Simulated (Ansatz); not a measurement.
C$_{2}$H$_{5}$InOSi, relaxed with RKS PBE0-D4/def2-TZVP in Ansatz from a GFN2-xTB geometry. The force threshold is 0.005 eV/Å; the program also tests the step.

The species carries charge 0 and has multiplicity 1. In takes the def2 core potential. The bonds changed during the relaxation, so this is another structure than the one it started from.

Start:

```xyz
10

C    -0.865    0.091   -2.447
In    0.109    0.905   -0.458
Si    0.395    0.304    2.720
C     0.874   -0.694    1.251
O     0.529   -1.617    0.576
H    -1.651   -0.629   -2.210
H    -0.133   -0.398   -3.092
H    -1.311    0.924   -2.999
H     1.257    1.508    2.698
H     0.797   -0.395    3.961
```

(1) By how much does the energy fall, and how many steps does the optimiser take? (Estimate.)

(2) Which bonds change most? (Estimate.)

(3) Give the relaxed structure. (Best estimate.)

Results:

(1) Ansatz gave: 58.87 kJ/mol, in 28 steps, 1 of them rejected.

(2) Computed: C1–In2 from 2.359 to 2.237 Å; C4–O5 from 1.194 to 1.130 Å; Si3–C4 from 1.840 to 1.877 Å; Si3–H10 from 1.479 to 1.514 Å.

(3) The calculation gave: 
```xyz
10

C    -1.041    0.393   -2.260
In    0.824   -0.428   -1.335
Si    0.044    0.088    1.667
C     1.464   -1.062    2.096
O     2.242   -1.867    2.255
H    -1.919   -0.193   -1.971
H    -0.956    0.368   -3.351
H    -1.213    1.430   -1.956
H     0.997    1.254    1.756
H    -0.441    0.017    3.099
```
